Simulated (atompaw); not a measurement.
**An all-electron radial function and its pseudo partner (nickel (Ni))**

Columns: radius, all-electron u(r) and pseudo u(r) of the 4p shell (level -1.34 eV) of nickel in the configuration [Ne] 3s2 3p6 3d8 4s2 4p0; LDA (PW92), scalar-relativistic, PAW (atompaw) scheme, atompaw 4.2.0.5.

| r (bohr) | all-electron | pseudo |
| --- | --- | --- |
| 0.063 | 0.0656 | -0.0007 |
| 0.127 | 0.1024 | -0.0030 |
| 0.190 | 0.0741 | -0.0064 |
| 0.254 | 0.0121 | -0.0108 |
| 0.317 | -0.0537 | -0.0156 |
| 0.381 | -0.1096 | -0.0204 |
| 0.444 | -0.1477 | -0.0246 |
| 0.508 | -0.1686 | -0.0277 |
| 0.571 | -0.1735 | -0.0290 |
| 0.635 | -0.1656 | -0.0279 |
| 0.698 | -0.1482 | -0.0242 |
| 0.762 | -0.1234 | -0.0173 |
| 0.825 | -0.0943 | -0.0072 |
| 0.888 | -0.0622 | 0.0062 |
| 0.952 | -0.0280 | 0.0232 |
| 1.015 | 0.0064 | 0.0429 |
| 1.079 | 0.0412 | 0.0657 |
| 1.142 | 0.0748 | 0.0903 |
| 1.206 | 0.1079 | 0.1168 |
| 1.269 | 0.1392 | 0.1439 |
| 1.333 | 0.1696 | 0.1717 |
| 1.396 | 0.1980 | 0.1988 |
| 1.460 | 0.2252 | 0.2254 |
| 1.523 | 0.2505 | 0.2505 |
| 1.587 | 0.2745 | 0.2745 |
| 1.650 | 0.2966 | 0.2966 |

(1) How many radial nodes do the two functions have?

(2) Is the pseudo-wave norm-conserving?

Results:

(1) The all-electron 4p function has n − l − 1 = 2; the pseudo-wave has 1, since 1 lower shell of the same l stays in the valence.

(2) No, it belongs to a PAW set: the norm inside the radius is not constrained, and the difference is carried by the augmentation charge.
